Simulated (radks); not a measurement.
Spherical quantum dot in the effective-mass picture: electrons in a well V = -V0 / (1 + exp((r - R)/a)) with V0 = 6.06, R = 6.56, a = 0.21, all in effective atomic units (hartree* = m*/eps^2 hartree, bohr* = eps/m* bohr), one dielectric constant everywhere. Calculated with a radial shooting solver with Libxc functionals: non-relativistic Kohn-Sham, LDA (Slater exchange, Perdew-Wang correlation), spin-polarised, spherical densities. Levels are named by radial order and angular momentum (1s, 1p, 1d, 2s, ...), and open shells are averaged over m.

N = 27, configuration 1s2 1p6 1d10 1f(up 7, down 2). This is the lowest configuration that the search found. Occupied and some empty levels:

level,occupation,eigenvalue (hartree*),<r> (bohr*)
1s up,1,-1.0430,4.891
1s down,1,-1.0173,4.875
1p up,3,-0.99633,4.961
1p down,3,-0.97012,4.950
1d up,5,-0.90842,5.043
1d down,5,-0.88168,5.037
1f up,7,-0.78311,5.125
1f down,2,-0.75596,5.121
1g up,0,-0.62313,5.202
1g down,0,-0.59572,5.200
2s up,0,-0.51238,3.068
2s down,0,-0.50421,3.048
2p up,0,-0.34921,3.585
2p down,0,-0.33772,3.570
2d up,0,-0.14352,3.921
2d down,0,-0.12949,3.909

Energy (hartree*): total -89.0705, kinetic 10.614, external -159.69, Hartree 67.421, exchange-correlation -7.4137.
